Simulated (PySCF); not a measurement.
Species: C₆H₁₃FGe.
SMILES: `[C@H]1(C(C)C)[C@H]([CH2][GeH2]1)F`

A linear-response calculation (PySCF, def2-SVPD basis, gas phase, vertical, core orbitals frozen in the response) gave these numbers; the functional is withheld.

Orbital energies (eV): HOMO-3 -10.52, HOMO-2 -10.38, HOMO-1 -9.36, HOMO -8.97, LUMO 0.95, LUMO+1 1.13, LUMO+2 1.49.

| state | E (eV) | f | main configurations (H = HOMO, L = LUMO) |
| --- | --- | --- | --- |
| S1 | 6.94 | 0.054 | H→L (69%), H-1→L (21%) |
| S2 | 7.26 | 0.025 | H-1→L (50%), H→L+1 (22%), H→L (13%) |
| S3 | 7.29 | 0.052 | H→L+1 (53%), H-1→L (16%), H→L+2 (10%) |
| S4 | 7.64 | 0.022 | H-1→L+1 (64%), H-1→L+2 (14%), H-1→L+3 (10%) |
| S5 | 7.72 | 0.144 | H→L+2 (73%), H→L+1 (13%) |
| S6 | 8.06 | 0.076 | H-1→L+2 (58%), H-1→L+1 (15%) |

Triplets (Tamm–Dancoff): T1 6.13 eV, H→L (75%); T2 6.60 eV, H-1→L (73%); T3 7.07 eV, H→L+1 (79%); T4 7.34 eV, H→L+2 (74%).

Vertical ionisation energy by ΔSCF with the same functional: 9.58 eV. Mean static polarisability: 101.9 au.

Question: Name the functional.
A. PBE
B. HF
C. CAM-B3LYP
D. PBE0

Answer: C. CAM-B3LYP is range-separated, 19% exact exchange at short range and 65% at long range (ω = 0.33 bohr⁻¹). In this run −ε(HOMO) = 8.97 eV differs from the ΔSCF value by -0.61 eV, and S1 differs from the orbital gap of 9.92 eV by -2.98 eV. The ratio −ε(HOMO)/IP is 0.94. Usual ranges for neutral molecules in this basis: 0.85 to 0.93 with CAM-B3LYP, 0.5 to 0.7 with PBE, 0.7 to 0.83 with PBE0; Hartree–Fock can't fall below 1, since the ion's relaxation only lowers the ΔSCF value.

Level of theory: TDDFT CAM-B3LYP/def2-SVPD, vertical, gas phase, core orbitals frozen in the response in PySCF. One conformer (not necessarily the lowest) at the PBE0-D3(BJ)/def2-SVP geometry, without solvent, vibrations or thermal averaging. The CAM-B3LYP/def2-SVPD calculation is non-relativistic and has no spin–orbit coupling, an omission that weighs most on germanium.

The values belong to the conformer `[CH3:1][CH:2]([CH3:3])[C@@H:4]1[GeH2:5][CH2:6][C@@H:7]1[F:8]`: C1–C2–C4–Ge5 170°.
